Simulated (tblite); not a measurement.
Record of a relaxation.

C5H3F3O.
SMILES with atom numbers: `[CH:1]#[C:2][C:3](=[CH2:4])[O:5][C:6]([F:7])([F:8])[F:9]` (hydrogens: H10 on C1; H11, H12 on C4)

Computed with GFN2-xTB (tblite), gas phase: L-BFGS steps from a force-field or distance-geometry start until the largest atomic force falls under 0.01 eV/Å. 11 of its 40 geometries are shown.

Step 0: E = -827.5082 eV, largest atomic force 3.297 eV/Å
```
atom  x, y, z in Å  |  force x, y, z in eV/Å
C1     -0.984    2.069   -0.033   -0.235   1.649   0.017
C2     -0.790    0.893   -0.042    0.681  -1.489   0.079
C3     -0.534   -0.520   -0.030   -1.844   0.509  -0.182
C4     -1.585   -1.348   -0.102    0.182  -0.563   0.086
O5      0.725   -1.055    0.032    2.851   1.653   0.083
C6      1.807   -0.143    0.085   -1.093  -1.611   0.053
F7      2.963   -0.851    0.134   -1.185   0.645  -0.058
F8      1.867    0.647   -1.006   -0.021  -0.380   0.900
F9      1.755    0.618    1.199    0.123  -0.324  -0.939
H10    -1.177    3.120   -0.027    0.101  -0.709  -0.020
H11    -1.434   -2.431   -0.097   -0.037   0.576  -0.008
H12    -2.611   -1.000   -0.139    0.478   0.045  -0.009
```

Step 4: E = -827.7556 eV, largest atomic force 0.238 eV/Å
```
atom  x, y, z in Å  |  force x, y, z in eV/Å
C1     -0.983    2.074   -0.033    0.067  -0.144   0.004
C2     -0.776    0.890   -0.039    0.102   0.083   0.040
C3     -0.562   -0.511   -0.035    0.069   0.114  -0.028
C4     -1.581   -1.361   -0.098    0.017  -0.122   0.035
O5      0.765   -1.018    0.031   -0.143   0.062  -0.043
C6      1.781   -0.174    0.086   -0.163  -0.007   0.001
F7      2.933   -0.840    0.133   -0.213  -0.107  -0.003
F8      1.866    0.640   -0.981   -0.020   0.072   0.102
F9      1.760    0.615    1.174    0.023   0.101  -0.090
H10    -1.175    3.107   -0.028    0.027  -0.044  -0.009
H11    -1.432   -2.424   -0.097    0.074  -0.037   0.002
H12    -2.595   -0.998   -0.140    0.160   0.028  -0.012
```

Step 8: E = -827.7695 eV, largest atomic force 0.098 eV/Å
```
atom  x, y, z in Å  |  force x, y, z in eV/Å
C1     -0.974    2.072   -0.032    0.027   0.019   0.004
C2     -0.761    0.891   -0.034   -0.048  -0.003  -0.006
C3     -0.563   -0.509   -0.038    0.027  -0.035   0.025
C4     -1.572   -1.369   -0.094   -0.011  -0.007  -0.016
O5      0.752   -1.014    0.026    0.071   0.067   0.012
C6      1.764   -0.170    0.086   -0.015  -0.005  -0.012
F7      2.898   -0.862    0.133   -0.021  -0.036   0.000
F8      1.861    0.654   -0.972   -0.018   0.005  -0.022
F9      1.760    0.631    1.166   -0.039  -0.015   0.009
H10    -1.169    3.102   -0.029    0.034   0.036   0.000
H11    -1.417   -2.431   -0.097    0.061  -0.006   0.007
H12    -2.576   -0.995   -0.142   -0.068  -0.021  -0.003
```

Step 12: E = -827.7713 eV, largest atomic force 0.106 eV/Å
```
atom  x, y, z in Å  |  force x, y, z in eV/Å
C1     -0.967    2.074   -0.031    0.012   0.021   0.002
C2     -0.769    0.890   -0.034   -0.004   0.003   0.009
C3     -0.564   -0.509   -0.035   -0.063   0.050  -0.019
C4     -1.572   -1.371   -0.096   -0.016  -0.022   0.011
O5      0.752   -1.008    0.027   -0.083  -0.065  -0.012
C6      1.762   -0.167    0.084    0.000   0.003   0.009
F7      2.891   -0.868    0.132    0.014   0.043  -0.005
F8      1.859    0.656   -0.974    0.023  -0.001   0.004
F9      1.754    0.631    1.166    0.024   0.017   0.005
H10    -1.160    3.106   -0.029    0.039  -0.002  -0.001
H11    -1.404   -2.432   -0.095    0.009   0.016  -0.003
H12    -2.581   -1.002   -0.142    0.045  -0.062  -0.001
```

Step 16: E = -827.7746 eV, largest atomic force 0.066 eV/Å
```
atom  x, y, z in Å  |  force x, y, z in eV/Å
C1     -0.944    2.085   -0.028   -0.020   0.021  -0.004
C2     -0.790    0.895   -0.031    0.050   0.023   0.007
C3     -0.583   -0.501   -0.032    0.020  -0.034  -0.037
C4     -1.573   -1.381   -0.097   -0.002  -0.022   0.026
O5      0.735   -1.000    0.025    0.044   0.020  -0.009
C6      1.751   -0.165    0.083   -0.013   0.009   0.007
F7      2.878   -0.870    0.130   -0.011   0.009   0.014
F8      1.859    0.659   -0.974   -0.027  -0.005  -0.006
F9      1.746    0.634    1.164    0.015   0.008   0.011
H10    -1.122    3.118   -0.030    0.026   0.058   0.004
H11    -1.366   -2.434   -0.093   -0.036  -0.054  -0.014
H12    -2.589   -1.041   -0.145   -0.046  -0.033   0.000
```

Step 20: E = -827.7761 eV, largest atomic force 0.041 eV/Å
```
atom  x, y, z in Å  |  force x, y, z in eV/Å
C1     -0.939    2.092   -0.028   -0.001  -0.018  -0.004
C2     -0.790    0.900   -0.029    0.001  -0.011  -0.018
C3     -0.589   -0.500   -0.037   -0.005   0.010   0.018
C4     -1.575   -1.389   -0.093    0.004   0.007  -0.016
O5      0.731   -0.996    0.023   -0.010   0.001   0.006
C6      1.746   -0.162    0.084    0.009   0.008  -0.004
F7      2.873   -0.868    0.132    0.005   0.000   0.005
F8      1.854    0.660   -0.975   -0.012   0.019   0.000
F9      1.746    0.637    1.165   -0.011   0.009  -0.005
H10    -1.101    3.129   -0.029    0.029  -0.028   0.008
H11    -1.359   -2.441   -0.094   -0.024   0.015  -0.002
H12    -2.596   -1.063   -0.145    0.015  -0.012   0.012
```

Step 23: E = -827.7764 eV, largest atomic force 0.027 eV/Å
```
atom  x, y, z in Å  |  force x, y, z in eV/Å
C1     -0.937    2.092   -0.028    0.009  -0.005  -0.002
C2     -0.790    0.900   -0.031   -0.010  -0.012  -0.002
C3     -0.591   -0.499   -0.035    0.002  -0.017  -0.008
C4     -1.574   -1.390   -0.095   -0.010  -0.008   0.000
O5      0.730   -0.994    0.023    0.004  -0.023   0.004
C6      1.746   -0.160    0.083   -0.015   0.004   0.005
F7      2.872   -0.867    0.133   -0.006   0.025  -0.009
F8      1.851    0.663   -0.975    0.009   0.003   0.004
F9      1.744    0.639    1.165    0.002   0.015   0.003
H10    -1.091    3.130   -0.028    0.015   0.002   0.004
H11    -1.360   -2.442   -0.095    0.000  -0.002  -0.002
H12    -2.598   -1.071   -0.144    0.000   0.018   0.005
```

Step 27: E = -827.7769 eV, largest atomic force 0.035 eV/Å
```
atom  x, y, z in Å  |  force x, y, z in eV/Å
C1     -0.932    2.088   -0.029    0.023  -0.003   0.004
C2     -0.792    0.896   -0.035    0.003   0.002   0.012
C3     -0.593   -0.504   -0.037   -0.008   0.000  -0.012
C4     -1.577   -1.393   -0.096    0.002  -0.008   0.013
O5      0.730   -0.995    0.025    0.000   0.035  -0.003
C6      1.741   -0.155    0.084    0.012   0.003  -0.003
F7      2.869   -0.859    0.132    0.020   0.001   0.007
F8      1.847    0.668   -0.974   -0.026  -0.006  -0.006
F9      1.741    0.645    1.164   -0.022  -0.012   0.000
H10    -1.071    3.129   -0.024   -0.001  -0.010  -0.004
H11    -1.362   -2.445   -0.096    0.002  -0.026   0.001
H12    -2.600   -1.075   -0.140   -0.006   0.023  -0.010
```

Step 31: E = -827.7773 eV, largest atomic force 0.030 eV/Å
```
atom  x, y, z in Å  |  force x, y, z in eV/Å
C1     -0.922    2.085   -0.030    0.015   0.002   0.006
C2     -0.794    0.891   -0.036   -0.003   0.003   0.005
C3     -0.595   -0.508   -0.039    0.011   0.000   0.016
C4     -1.579   -1.398   -0.096    0.006   0.004  -0.002
O5      0.729   -0.993    0.026    0.003  -0.027  -0.012
C6      1.739   -0.151    0.084   -0.012  -0.002  -0.004
F7      2.870   -0.850    0.133   -0.010   0.014   0.005
F8      1.840    0.671   -0.974   -0.005   0.003  -0.005
F9      1.734    0.649    1.165   -0.003  -0.002   0.000
H10    -1.056    3.126   -0.022   -0.004   0.006  -0.005
H11    -1.365   -2.451   -0.097   -0.014   0.012   0.007
H12    -2.601   -1.073   -0.139    0.015  -0.013  -0.010
```

Step 35: E = -827.7776 eV, largest atomic force 0.018 eV/Å
```
atom  x, y, z in Å  |  force x, y, z in eV/Å
C1     -0.911    2.084   -0.028   -0.004   0.002   0.003
C2     -0.795    0.889   -0.035    0.017  -0.002   0.005
C3     -0.595   -0.510   -0.038    0.003  -0.003   0.001
C4     -1.578   -1.401   -0.095   -0.003   0.004  -0.003
O5      0.730   -0.995    0.024    0.004   0.002   0.003
C6      1.735   -0.148    0.084    0.000  -0.003   0.001
F7      2.870   -0.841    0.134    0.005   0.000  -0.009
F8      1.833    0.674   -0.976    0.001  -0.001   0.007
F9      1.727    0.651    1.164   -0.015   0.003  -0.006
H10    -1.045    3.125   -0.022    0.001   0.000  -0.003
H11    -1.369   -2.454   -0.096    0.007  -0.001   0.004
H12    -2.599   -1.075   -0.141   -0.015   0.001  -0.004
```

Step 39: E = -827.7777 eV, largest atomic force 0.007 eV/Å
```
atom  x, y, z in Å  |  force x, y, z in eV/Å
C1     -0.910    2.083   -0.027   -0.004  -0.002   0.000
C2     -0.792    0.889   -0.033    0.002   0.000   0.000
C3     -0.595   -0.511   -0.037   -0.003   0.003  -0.002
C4     -1.579   -1.400   -0.095   -0.001   0.000   0.002
O5      0.730   -0.997    0.024   -0.004  -0.004   0.001
C6      1.735   -0.148    0.083    0.000   0.001  -0.002
F7      2.871   -0.839    0.133    0.000   0.002   0.003
F8      1.831    0.674   -0.975   -0.001   0.001  -0.006
F9      1.723    0.652    1.163    0.001  -0.004   0.003
H10    -1.044    3.124   -0.023    0.003  -0.003   0.000
H11    -1.370   -2.454   -0.095    0.003   0.006  -0.001
H12    -2.600   -1.074   -0.143    0.006   0.000   0.000
```

Problem. Summarise the path.

Solution. The energy falls by 26.00 kJ/mol from step 0 to step 39; nine tenths of that is first reached at step 4. It falls at every step. The largest force goes from 3.297 to 0.007 eV/Å. Among the bonds O5–C6 changes most, from 1.416 to 1.316 Å; the atoms move by 0.073 Å rms after alignment.

What follows is the cost of the whole relaxation. The run took 0.2 s on an Arm Neoverse V1 with one thread, shared host with 32 logical CPUs at a one-minute load of 17.
